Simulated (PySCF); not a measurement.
Species: C6H6F2.
SMILES with atom numbers: `[CH:1]#[C:2][CH2:3]/[CH:4]=[CH:5]\[CH:6]([F:7])[F:8]` (hydrogens: H9 on C1; H10, H11 on C3; H12 on C4; H13 on C5; H14 on C6)

The geometry is computed with GFN2-xTB (gas phase).

Some entries are withheld. Bonds in one row agree within 0.01 Å.

```tsv
coordinate	value
C1≡C2	1.196 Å
C2–C3	1.451 Å
C3–C4	1.498 Å
C4=C5	?
C5–C6	?
C6–F7	?
C6–F8	?
C1–H9	1.049 Å
C3–H10, C3–H11	1.094 Å
C4–H12	1.081 Å
C5–H13	1.079 Å
C6–H14	1.104 Å
C1–C2–C3	?
C2–C3–C4	?
C3–C4–C5	?
C4–C5–C6	124.3°
C5–C6–F7	110.7°
F7–C6–F8	105.9°
```

Task: Estimate the withheld lengths and angles.

Result: 
- C4=C5 = 1.324 Å, drawn double (both ends alkene CH carbon); 0.14 Å below the sum of covalent radii, 1.46 Å.
- C5–C6 = 1.500 Å, drawn single (alkene CH carbon to CHF2 carbon); 0.01 Å above the sum of covalent radii, 1.49 Å.
- C6–F7 = 1.353 Å, drawn single (CHF2 carbon to fluorine of a CF2 group); 0.02 Å above the sum of covalent radii, 1.33 Å.
- C6–F8 = 1.364 Å, drawn single (CHF2 carbon to fluorine of a CF2 group); 0.03 Å above the sum of covalent radii, 1.33 Å.
- C1–C2–C3 = 178.8°, at the alkyne carbon; the outer atoms are 2.647 Å apart.
- C2–C3–C4 = 110.5°, at the allylic carbon; the outer atoms are 2.423 Å apart.
- C3–C4–C5 = 125.7°, at the alkene CH carbon; the outer atoms are 2.512 Å apart.

Radii are Cordero's, carbon taken as 0.76, 0.73 or 0.69 Å for four, three, and two or fewer neighbours.

Stationary, but not proved a minimum. One conformer, not necessarily the lowest (C2–C3–C4–C5 -132°, C4–C5–C6–F7 -178°).
